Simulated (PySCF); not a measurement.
Coordinates in bohr (charge 0 multiplicity 1):
```
Te    0.0000    0.0000   -0.5104
F     0.0000    3.6362   -0.0295
F     0.0000   -3.6362   -0.0295
F     2.7326    0.0000    1.7901
F    -2.7326    0.0000    1.7901
```

Level of theory: PBE0/[Te def2-SVP with ECP28, F def2-SVP], scalar-relativistic core potentials, density fitting, no spin–orbit coupling, PySCF.

This geometry of TeF4 is a stationary point at this level.

(1) What is the point group?

(2) Is it a minimum?

(3) Which band is strongest in the infrared?

(4) Give the ideal-gas entropy at 298.15 K and 1 bar by parts.

(5) What is the atomisation energy, with and without zero-point energy?

Results:

(1) C2v.

(2) Yes: all harmonic wavenumbers are real.

(3) 651 cm⁻¹ (b2), 202 km/mol.

(4) translation 175.3, rotation 106.9, vibration 49.2, spin 0.0; total 331.3 J/(mol K).

(5) 1351 kJ/mol without, 1329 kJ/mol with.
